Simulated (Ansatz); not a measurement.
Geometry optimisation, Ansatz 0.2.0, RKS PBE/6-31G*.

Input:

```yaml
crystal:
  periodic: [false, false, false]
  atoms:
    - { symbol: C, position_ang: [-0.2118, 0.8291, -0.6622] }
    - { symbol: O, position_ang: [0.9358, 0.1591, -0.8314] }
    - { symbol: C, position_ang: [0.6807, -0.8767, 0.071] }
    - { symbol: Al, position_ang: [-0.9855, -0.2731, 0.7016] }
    - { symbol: H, position_ang: [-0.839, 0.8673, -1.638] }
    - { symbol: H, position_ang: [-0.0627, 1.9192, -0.3093] }
    - { symbol: H, position_ang: [-1.86267, -1.47315, 1.10415] }
    - { symbol: H, position_ang: [0.7156, -1.8405, -0.4438] }
    - { symbol: H, position_ang: [-1.6477, 0.0331, 2.1996] }
basis:
  gaussian: { orbitals: "6-31G*" }
hamiltonian:
  xc: pbe
relax:
  f_tol: 0.02
  max_steps: 50
output:
  orbitals: {}
```

Launched with:

```bash
$ ansatz run input.yaml --threads 1 --pin off --max-ram 2048MiB --backend cpu --events-out ev --progress --plain --runs-dir out
```

Task: Where does it end, and by what steps?

Result: It converged. After 9 steps the energy has fallen by 2.816 eV; H8 moved furthest, 0.85 Å.

| step | energy less start (eV) | largest force component (eV/Å) | accepted |
| --- | --- | --- | --- |
| 0 | 0.0000 | 5.175 | yes |
| 1 | -1.3098 | 3.053 | yes |
| 2 | -2.1650 | 0.979 | yes |
| 3 | -2.5204 | 0.898 | yes |
| 4 | -2.6934 | 0.550 | yes |
| 5 | -2.7947 | 0.334 | yes |
| 6 | -2.8125 | 0.207 | yes |
| 7 | -2.8126 | 0.276 | yes |
| 8 | -2.8157 | 0.053 | yes |
| 9 | -2.8160 | 0.020 | yes |

```xyz
9
Properties=species:S:1:pos:R:3
C -0.483 0.877 -0.630
O 0.730 -0.038 -0.823
C 0.604 -1.003 0.025
Al -1.192 -0.366 0.868
H -0.946 0.918 -1.630
H -0.040 1.864 -0.419
H -2.416 -1.346 0.483
H 1.463 -1.701 -0.072
H -0.998 0.139 2.390
```

Whether the end is a true minimum wasn't checked by a vibrational analysis.

Run time: 34 s on 1 CPU thread of a shared host.
